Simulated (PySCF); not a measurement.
Compound: C5H4F4O2.
Z-matrix (Å and degrees, GFN2-xTB geometry), rows numbered from 1:
```
F 
C   1  1.3409
F   2  1.3295  1  106.31
F   2  1.3280  1  106.46  3  -114.38
O   2  1.3347  1  112.79  3   118.57
C   5  1.4156  2  117.87  1    76.93
F   6  1.3767  5  105.78  2    81.67
C   6  1.5048  5  110.15  2  -157.91
C   8  1.3222  6  107.79  5   124.45
C   9  1.4928  8  109.91  6    -0.33
O   6  1.3626  5  112.95  2   -37.91
H   8  1.0702  6  121.32  5   -55.96
H   9  1.0729  8  127.95  6   179.40
H  10  1.0948  9  112.83  8  -118.40
H  10  1.0949  9  112.51  8   117.54
```

Definitions: NICS(0) = −σiso at the ring centroid; NICS(1) = −σiso and NICS(1)zz = −σzz at ±1 Å along the ring normal z. Level: GIAO PBE0/pcSseg-1 (PySCF, non-relativistic, gas phase) on the GFN2-xTB geometry, one conformer.

Ring bond lengths (Å), with Mayer bond orders in brackets: C6–C8 1.505 (1.04), C8–C9 1.322 (1.83), C9–C10 1.493 (1.04), C10–O11 1.430 (0.89), O11–C6 1.363 (1.06).

**Question.** Give the NICS values of each ring in ppm.

**Answer.** 
```tsv
ring	type	NICS(0)	NICS(1), two faces	NICS(1)zz, two faces	rms pucker (Å)	centre to ring atoms, mean (Å)
C6–C8–C9–C10–O11	5-membered ring with O; formal bonds 1 double, 4 single	-5.5	-3.9 / -3.8	-5.4 / -5.9	0.01	1.21
```

**Question.** What do they say, and how far can they be read as aromaticity?

**Answer.** 
- C6–C8–C9–C10–O11: mean NICS(1)zz -5.7 ppm, shielded. C6, C10 have four or more neighbours, so the value isn't read as a sign of a π ring current.

**Question.** What field does 7.05 T along the ring normal induce along that normal at the second NICS(1) probe listed for ring C6–C8–C9–C10–O11, 1 Å off the ring?

**Answer.** NICSzz × B0 = -5.9 ppm × 7.05 T = -42 μT, against the applied field.

Hardware: Arm Neoverse V1, one thread, shared host with 64 logical CPUs at a one-minute load of 24. Cost: 33 s of wall time, 0.93 GiB resident at most. This is the whole shielding run at PBE0/pcSseg-1, SCF included.
